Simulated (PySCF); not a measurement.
# One molecule, several mistakes: BClH3NSi

These are calculations, not measurements. They come from PySCF 2.14.0, an open-source quantum chemistry program, on an isolated molecule that a program drew, which may never have been made. The molecule is BClH3NSi (charge 0, singlet), drawn as the SMILES string `B=N[SiH2]Cl`.

Each row is a Hartree-Fock (HF) and frozen-core CCSD(T) single point in the cc-pV(D+d)Z basis, meant for a local HF minimum. Run 1 is clean. Each other run has one planted mistake out of seven kinds, and not every kind appears here: one electron removed, one electron added, multiplicity raised by two, geometry at a saddle point, minimal basis STO-3G, one bond length entered in bohr, all coordinates scaled. The reference is restricted for singlets and unrestricted otherwise, and also for a bond in bohr. Adding or removing an electron swaps singlet and doublet. Electrons count all cores. HOMO and LUMO are orbital energies over both spins, the gradient is its largest component, and the lowest frequency (negative if imaginary) is given only where the gradient is small. Bond lengths are over the 6 bonds as drawn. T1 is the CCSD diagnostic: over 0.02 (restricted) or 0.045 (unrestricted) a single reference is doubtful.

Geometry of the clean run:
```xyz
7
BClH3NSi, angstrom
B     0.0330   -1.2684   -1.1723
N     0.5269   -0.3372   -0.5125
Si    1.2326    0.9241    0.3659
Cl    3.2024    1.1988   -0.2259
H    -0.4363   -2.1450   -1.7914
H     1.2624    0.6126    1.8014
H     0.5355    2.1931    0.1157
```

```
run  electrons  basis functions  <S^2>  HOMO (eV)  LUMO (eV)  gradient (hartree/bohr)  lowest frequency (cm^-1)  mean bond (Å)  longest bond (Å)      T1  HF (hartree)  CCSD(T) (hartree)                     mistake
  1         46               89  0.000     -11.56       3.23                  1.0e-05                       114         1.5200             2.075  0.0142    -829.42543         -829.94864                    no fault
  2         45               89  0.760     -16.53      -8.35                  8.4e-02                         -         1.5200             2.075  0.0779    -829.06151         -829.54670        one electron removed
  3         46               89  0.000     -11.59       3.32                  1.6e-02                         -         1.5002             2.048  0.0137    -829.42394         -829.94498      all coordinates scaled
  4         46               89  2.021      -5.62      -0.53                  1.8e-01                         -         1.5200             2.075  0.0178    -829.23200         -829.71579  multiplicity raised by two
  5         46               31  0.000      -9.54       8.28                  6.0e-02                         -         1.5200             2.075  0.0169    -820.13863         -820.33067        minimal basis STO-3G
  6         47               89  0.773       1.90       9.16                  1.1e-01                         -         1.5200             2.075  0.0278    -829.32962         -829.87199                           ?
```

**Which mistake was planted in run 6, and what did it cost?**

It counts 47 electrons, one more than the clean run, at the same geometry and basis. So the mistake is: one electron added. Subtracting run 1 and multiplying by 627.51 kcal/mol a hartree, the energy moved by 60.1 kcal/mol in HF and 48.1 kcal/mol in CCSD(T).

Cautions from the logs. Run 2: T1 is over the limit, so its CCSD(T) energy is less reliable; run 6: the HOMO is above zero, so the electron isn't bound and the energy depends on the basis.
